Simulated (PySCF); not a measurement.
## Electron affinity of Rb by level of theory

Rb⁻ [Kr] 5s2 (1S) → Rb [Kr] 5s1 (2S), as a difference of total energies. All numbers are calculated (PySCF 2.14, the spin-free X2C one-electron Hamiltonian (Gaussian nucleus), in x2c-QZVPPall with one added diffuse shell each of s, p, d, f, g type (14s9p8d4f3g, 136 functions)). Correlated levels: valence: [Kr] frozen; valence and next inner shell: [Ar] 3d10 frozen. The calculations carry no spin-orbit coupling.

| method | electron affinity (eV) |
| --- | --- |
| UHF | -0.084 |
| LDA | 0.577 |
| PBE | 0.505 |
| PBE0 | 0.469 |
| r2SCAN | 0.389 |
| revPBE | 0.490 |
| BP86 | 0.591 |
| B97-3 | 0.604 |
| MP2 (valence) | 0.291 |
| SCS-MP2 (valence) | 0.366 |

Problem. Estimate what MP2 (valence and next inner shell) gives.

Solution. 0.348 eV, closest to SCS-MP2 (valence) among the rows shown.

Problem. Estimate what SCS-MP2 (valence and next inner shell) gives.

Solution. 0.409 eV, closest to r2SCAN among the rows shown.

A negative affinity means that the anion lies above the atom at that level of theory.

In the anion the highest occupied orbital energy is positive at LDA, PBE, PBE0, r2SCAN, revPBE, BP86, B97-3, a self-interaction effect; the basis confines that electron, and the energy difference can still be sensible.

For comparison: 0.486 eV (measured; photodetachment measurements, as compiled on the Wikipedia data page of electron affinities).
